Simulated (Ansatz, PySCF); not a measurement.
Cl5Sb, SMILES [Cl][Sb]([Cl])([Cl])([Cl])[Cl] (connectivity only; charge and spin as stated), charge +1, multiplicity 2. Atoms are numbered in the order given.

```xyz
6

Sb     0.1182    -0.2253     0.1169
Cl     1.9036    -0.4990    -1.3130
Cl     1.0213    -0.9549     2.1188
Cl    -1.0026     1.3557    -1.6676
Cl    -1.6344    -1.6960    -0.1523
Cl    -0.3754     2.0012     0.9024
```
Charge +1, spin multiplicity 2.

Geometry: B3LYP-D3(BJ)/def2-SVP. The spin state was assumed, not searched. The isomer is the one that the SMILES or the coordinates give; other isomers of the formula were not compared. The def2 effective core potentials stand for the cores of Sb; spin–orbit coupling is left out.

Two levels are set side by side: PBE-D3(BJ)/def2-SVP (Ansatz, an electronic-structure program) and B3LYP-D3(BJ)/def2-SVP (Ansatz). Each level has its own optimised geometry; the coordinates shown are those of the second. Frequencies come from the Hessian of PySCF at each geometry. Differences are taken from unrounded values.

| quantity | B3LYP-D3(BJ) |
|---|---|
| mean bond length (Å) | 2.394 |
| bond Sb1–Cl2 (Å) | 2.304 |
| bond Sb1–Cl3 (Å) | 2.314 |
| bond Sb1–Cl4 (Å) | 2.634 |
| bond Sb1–Cl5 (Å) | 2.304 |
| bond Sb1–Cl6 (Å) | 2.412 |
| highest harmonic wavenumber (cm⁻¹) | 419 |
| mean harmonic wavenumber (cm⁻¹) | 212 |
| zero-point energy (kcal/mol) | 3.64 |

Problem. What does PBE-D3(BJ) give, and how far is it from B3LYP-D3(BJ)? (Estimate from the structure and the level; the computed values follow.)

Solution. 
| quantity | PBE-D3(BJ) | PBE-D3(BJ) minus B3LYP-D3(BJ) |
|---|---|---|
| mean bond length (Å) | 2.392 | -0.002 |
| bond Sb1–Cl2 (Å) | 2.312 | 0.009 |
| bond Sb1–Cl3 (Å) | 2.328 | 0.014 |
| bond Sb1–Cl4 (Å) | 2.551 | -0.083 |
| bond Sb1–Cl5 (Å) | 2.312 | 0.009 |
| bond Sb1–Cl6 (Å) | 2.456 | 0.044 |
| highest harmonic wavenumber (cm⁻¹) | 408 | -11 |
| mean harmonic wavenumber (cm⁻¹) | 204 | -8 |
| zero-point energy (kcal/mol) | 3.50 | -0.13 |
